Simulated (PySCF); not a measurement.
From a computed spectrum to the compound

A species of 4 atoms with charge 0 has these harmonic modes (PBE0, small Gaussian bases with core potentials, PySCF 2.14.0):

```json
{"cm⁻¹": "153", "km/mol": "34.5", "symmetry": "a'"}
{"cm⁻¹": "421", "km/mol": "144.0", "symmetry": "a'"}
{"cm⁻¹": "504", "km/mol": "161.2", "symmetry": "a''"}
{"cm⁻¹": "584", "km/mol": "104.2", "symmetry": "a'"}
{"cm⁻¹": "820", "km/mol": "174.7", "symmetry": "a'"}
{"cm⁻¹": "3962", "km/mol": "99.2", "symmetry": "a'"}
```

(1) Which species is it, and in which structure?

Answers

(1) TbO(OH) (singlet in the valence; each metal's 4f electrons, 8 of them, lie in its core potential, out of spins and levels):
```xyz
4

Tb    0.0682   -0.0111   -0.1841
O     1.3225    0.0539    1.1615
O    -1.8553    0.0498    0.5780
H    -2.2993    0.1021    1.4273
```
Ideal gas at 298.15 K and 1 bar: S = 312.8 J/(mol K), Cp = 59.4 J/(mol K), H − H(0 K) = 13.6 kJ/mol (rigid rotor, harmonic modes, spin degeneracy alone, that of the 4f electrons in the core included). An lcecp potential fixes the number of 4f electrons, so in runs with it no electron can move into or out of that shell.
 Other answers can fit too; this one was computed.
